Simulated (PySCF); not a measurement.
## A survey of 19F NMR shifts

[PySCF 2.14.0 with density-fitted response routines: σ from GIAO-PBE0/pcSseg-1; coordinates at the GFN2-xTB level; equivalent nuclei averaged; gas phase; a single conformation; no relativistic terms]

Shieldings were converted by a linear fit to measured shifts: 19F: δ = 146.13 − 0.903σ +14.6 on sp3 carbon (rms 6.0 ppm, 223 shifts, 7.0 ppm with the 5 outliers that the fit left out vs CFCl3, solution or neat liquid). Occasional misses reach two or three times the rms, and more in compound classes unlike the fitted ones.

(1) Give the 19F shifts of `C#Cc1ncc(C)c(F)n1`, `CO[Si@@H]1CC(C(=O)O)=C1F`, `FC(F)(F)Cp1cccc1`.

(2) Match the shifts -60.7, -92.5, -114.4, -184.8, -195.0, -217.5 ppm to `C=CC(=O)OC(F)F`, `C[C@@H]1[C@H](F)C[P@]1(=O)CC#N`, `C=C[Si@@H](CO[SiH3])C(F)(F)F`, `C=C[P@@H](=O)c1ccccc1F`, `CC(C)([SiH3])C(=S)CF`, `C[C@@H](F)[SiH2]N(C)C`.

Results:

(1) 
```
                compound                   environment  δ (ppm)
       C#Cc1ncc(C)c(F)n1                 aryl fluorine    -65.6
CO[Si@@H]1CC(C(=O)O)=C1F              vinylic fluorine    -57.7
        FC(F)(F)Cp1cccc1  fluorine of a CF3 group (×3)    -63.1
```

(2) -60.7: C=C[Si@@H](CO[SiH3])C(F)(F)F (fluorine of a CF3 group); -92.5: C=CC(=O)OC(F)F (fluorine of a CF2 group); -114.4: C=C[P@@H](=O)c1ccccc1F (aryl fluorine); -184.8: CC(C)([SiH3])C(=S)CF (fluorine on an sp3 carbon); -195.0: C[C@@H]1[C@H](F)C[P@]1(=O)CC#N (fluorine on an sp3 carbon); -217.5: C[C@@H](F)[SiH2]N(C)C (fluorine on an sp3 carbon).
